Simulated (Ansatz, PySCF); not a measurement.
Molecule: C3H9B, charge 0, multiplicity 1. 
Geometry from a B3LYP-D3(BJ)/def2-TZVP (Ansatz, a program for electronic structure) optimisation:
SMILES: CB(C)C
```xyz
13

B      0.0029    -0.0013     0.0041
C      1.5300    -0.2716    -0.2460
C     -0.5365     1.4733     0.0642
C     -0.9922    -1.2029     0.1837
H      1.7766     0.0686    -1.2611
H      1.8365    -1.3160    -0.1658
H      2.1589     0.3339     0.4147
H      0.2301     2.2497     0.0855
H     -1.2089     1.6186     0.9163
H     -1.1622     1.6469    -0.8214
H     -2.0504    -0.9423     0.1221
H     -0.7843    -2.0250    -0.5076
H     -0.8195    -1.6206     1.1860
```

Property: atomisation energy (electronic, to ground-state atoms), in kJ/mol. Correlated levels leave the core frozen unless marked. UHF or UKS for open shells. No spin-orbit coupling. Non-relativistic unless marked X2C. The coupled-cluster limit lacks core correlation, which all-electron functionals hold. CBS(X,Y): correlation extrapolated as X^-3; Hartree-Fock from the larger set. [CCSD(T)-MP2]/basis is that difference in the basis named.

| level | program | atomisation energy (kJ/mol) |
|---|---|---|
| HF-D4/def2-TZVPD | PySCF + dftd4 | 3981.1 |
| revPBE-D4/def2-TZVPD | Ansatz + dftd4 | 4999.1 |
| r2SCAN-D3(BJ)/def2-TZVPD | Ansatz + dftd3 | 5049.8 |
| PBE0/6-31G* | Ansatz | 5057.1 |

Question: Predict the RI-MP2/CBS(aug-cc-pVTZ,aug-cc-pVQZ)+[CCSD(T)-MP2]/aug-cc-pVTZ result (Ansatz).

Answer: 5020.3 kJ/mol, so PBE0/6-31G* differs from it by 36.8 kJ/mol.
